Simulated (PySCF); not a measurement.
All of these have the formula C6H13P. The calculation used TDDFT CAM-B3LYP/def2-SVPD, vertical, gas phase, core orbitals frozen in the response (PySCF 2.14.0, density-fitted response routines). Geometries: GFN2-xTB; one conformer of each isolated species. Triplets are in the Tamm–Dancoff approximation. 'Strongest' means the level of largest summed f among the lowest 8 singlets; it needn't be the same kind of state in each.

**Question.** Rank by computed lowest singlet excitation energy, highest first.
A. `[H]/P=C(\C)C(C)(C)C`
B. `C=C(C)P(=C)(C)C`
C. `C=PC(C)(C)CC`
D. `C1CCCP(C)C1`

**Answer.** D (6.47 eV), A (4.77 eV), C (4.47 eV), B (4.32 eV).

```json
{"SMILES": "CP1CCCCC1", "S1 (eV)": "6.47", "first f ≥ 0.01 (nm)": "192", "α (au)": "94.4", "strongest (eV)": "7.15", "HOMO (eV)": "-7.74", "S1 mainly": "H→L+1 (84%)"}
{"SMILES": "[H]/P=C(\\C)C(C)(C)C", "S1 (eV)": "4.77", "first f ≥ 0.01 (nm)": "236", "α (au)": "98.8", "strongest (eV)": "5.26", "HOMO (eV)": "-8.05", "S1 mainly": "H-1→L (97%)"}
{"SMILES": "C=PC(C)(C)CC", "S1 (eV)": "4.47", "first f ≥ 0.01 (nm)": "216", "α (au)": "98.2", "strongest (eV)": "5.75", "HOMO (eV)": "-8.47", "S1 mainly": "H→L (97%)"}
{"SMILES": "C=C(C)P(=C)(C)C", "S1 (eV)": "4.32", "first f ≥ 0.01 (nm)": "287", "α (au)": "103.0", "strongest (eV)": "4.32", "HOMO (eV)": "-6.37", "S1 mainly": "H→L (96%)"}
```

H and L stand for HOMO and LUMO.

- `CP1CCCCC1`: Löwdin shares by element: HOMO phosphorus 60%, carbon 30% or more; LUMO carbon 27% or more, hydrogen 7% or more (atoms not listed hold the other 66%).
- `[H]/P=C(\C)C(C)(C)C`: Löwdin shares by element: HOMO carbon 45% or more, phosphorus 39% (atoms not listed hold the other 16%); LUMO phosphorus 41%, carbon 38% or more, hydrogen 6% or more.
- `C=PC(C)(C)CC`: Löwdin shares by element: HOMO phosphorus 54%, carbon 33% or more; LUMO phosphorus 42%, carbon 34% or more, hydrogen 4% or more (atoms not listed hold the other 21%).
- `C=C(C)P(=C)(C)C`: Löwdin shares by element: HOMO carbon 54% or more, phosphorus 16%, hydrogen 15% or more; LUMO carbon 61% or more, hydrogen 13% or more (atoms not listed hold the other 26%).
